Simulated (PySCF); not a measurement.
```xyz
7

C     -0.4935    -0.8498     0.2843
C      0.2375     0.4089     0.2302
C      0.8431     1.4518     0.1854
F      1.4908     2.5670     0.1375
H     -0.7945    -1.0898     1.3150
H      0.1220    -1.6823    -0.0880
H     -1.4053    -0.8057    -0.3299
```

Charge 0, multiplicity 1.

**Question.** Give the Mulliken and meta-Löwdin atomic charges from PBE-D3(BJ)/def2-TZVP (PySCF 2.14.0).

**Answer.** 
```json
[
 {"atom": "C1", "Mulliken (e)": "-0.39", "meta-Löwdin (e)": "-0.34"},
 {"atom": "C2", "Mulliken (e)": "-0.17", "meta-Löwdin (e)": "-0.12"},
 {"atom": "C3", "Mulliken (e)": "0.23", "meta-Löwdin (e)": "0.18"},
 {"atom": "F4", "Mulliken (e)": "-0.11", "meta-Löwdin (e)": "-0.15"},
 {"atom": "H5", "Mulliken (e)": "0.15", "meta-Löwdin (e)": "0.14"},
 {"atom": "H6", "Mulliken (e)": "0.15", "meta-Löwdin (e)": "0.14"},
 {"atom": "H7", "Mulliken (e)": "0.15", "meta-Löwdin (e)": "0.14"}
]
```
